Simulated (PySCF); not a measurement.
C2H7ClSi3, SMILES Cl[Si@@H]1C=C[SiH2][SiH2]1. Geometry optimised at PBE-D3(BJ)/def2-SVP. The structure was generated by enumeration; whether it is a known compound was not checked.

Q: Give the equilibrium geometry at PBE-D3(BJ)/def2-SVP (PySCF confirms it by a frequency run) as bond lengths and angles. (Estimate from the structure and the level; the computed values follow.)

A: 
Atoms: Cl1 Si2 C3 C4 Si5 Si6 H7 H8 H9 H10 H11 H12 H13. Bond lengths (Å): Cl1–Si2 2.098, Si2–C3 1.888, Si2–Si6 2.357, Si2–H7 1.505, C3–C4 1.359, C3–H8 1.108, C4–Si5 1.900, C4–H9 1.108, Si5–Si6 2.356, Si5–H10 1.507, Si5–H11 1.507, Si6–H12 1.503, Si6–H13 1.504. Bond angles (°): Cl1–Si2–C3 109.1, Cl1–Si2–Si6 112.7, Cl1–Si2–H7 106.6, C3–Si2–Si6 101.5, C3–Si2–H7 110.9, Si6–Si2–H7 116.1, Si2–C3–C4 122.2, Si2–C3–H8 118.7, C4–C3–H8 119.1, C3–C4–Si5 123.1, C3–C4–H9 118.5, Si5–C4–H9 118.4, C4–Si5–Si6 100.8, C4–Si5–H10 110.3, C4–Si5–H11 110.1, Si6–Si5–H10 114.8, Si6–Si5–H11 113.1, H10–Si5–H11 107.6, Si2–Si6–Si5 92.4, Si2–Si6–H12 112.3, Si2–Si6–H13 113.2, Si5–Si6–H12 114.2, Si5–Si6–H13 113.3, H12–Si6–H13 110.4.
Charge 0, spin multiplicity 1.
